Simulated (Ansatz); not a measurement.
Cartesian coordinates (Å):
```xyz
20

B     -0.7324    -0.0115     0.0561
B      0.7321    -0.0054    -0.0611
C      2.2108     0.0048    -0.1788
N      3.1436    -0.6614     0.5964
C      4.4401    -0.4003     0.1787
C      4.3492     0.4431    -0.8835
N      2.9991     0.6818    -1.0925
C     -2.2110    -0.0133     0.1764
N     -3.0167     0.8317     0.9190
C     -4.3601     0.5174     0.7775
C     -4.4289    -0.5448    -0.0680
N     -3.1261    -0.8591    -0.4251
H      2.8706    -1.2546     1.3676
H      5.3107    -0.8313     0.6636
H      5.1257     0.8865    -1.4995
H      2.5987     1.2711    -1.8093
H     -2.6317     1.5764     1.4834
H     -5.1478     1.0678     1.2829
H     -5.2880    -1.0956    -0.4389
H     -2.8377    -1.6033    -1.0450
```
Charge 0, spin multiplicity 1.

All values below come from Ansatz (a quantum-chemistry and plane-wave program) with frozen-core CCSD(T)/def2-SVP // B3LYP-D3(BJ)/def2-SVP. The restricted HF reference is unstable towards unrestricted orbitals.

```
Property                       Result
----------------------  -------------
HF energy               -498.50151 Ha
MP2 correlation energy    -1.60586 Ha
```

**Question.** Estimate the CCSD correlation energy, the (T) correction, the total energy and the T1 diagnostic.

**Answer.** 
CCSD correlation energy: -1.66288 Ha
(T) correction: -0.07762 Ha
CCSD(T) total energy: -500.24201 Ha
T1 diagnostic: 0.023
